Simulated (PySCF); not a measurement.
C2H11NSi3, SMILES [Si@H]1([SiH2][SiH2]N1)CC.

Coordinates come from a PBE0-D3(BJ)/def2-SVP optimisation. The structure was generated by enumeration; whether it is a known compound was not checked. Other conformers were not sampled.

Two levels are set side by side: TDA-PBE/def2-SVPD (PySCF) and TDA-PBE0/def2-SVPD (PySCF). Vertical, same geometry. The lowest singlet is HOMO→LUMO 94 % with PBE and HOMO−1→LUMO 73 %, HOMO→LUMO 24 % with the other functional; states are paired by order. Differences are taken from unrounded values.

```csv
quantity,TDA-PBE0
lowest singlet excitation (eV),5.54
lowest triplet excitation (TDA) (eV),4.91
first bright state (f over 0.05) (eV),5.60
its oscillator strength,0.09
```

Problem. What does TDA-PBE give, and how far is it from TDA-PBE0? (Estimate from the structure and the level; the computed values follow.)

Solution. 
```csv
quantity,TDA-PBE,TDA-PBE minus TDA-PBE0
lowest singlet excitation (eV),4.87,-0.67
lowest triplet excitation (TDA) (eV),4.58,-0.33
first bright state (f over 0.05) (eV),5.15,-0.46
its oscillator strength,0.10,0.01
```

Functionals without exact exchange tend to place singlet excitations lower, as here. Differences between two approximate levels are no errors against the true value.

Rough cost on one machine, each run with all the roots and properties that it gave: TDA-PBE0 against TDA-PBE about 2 times.
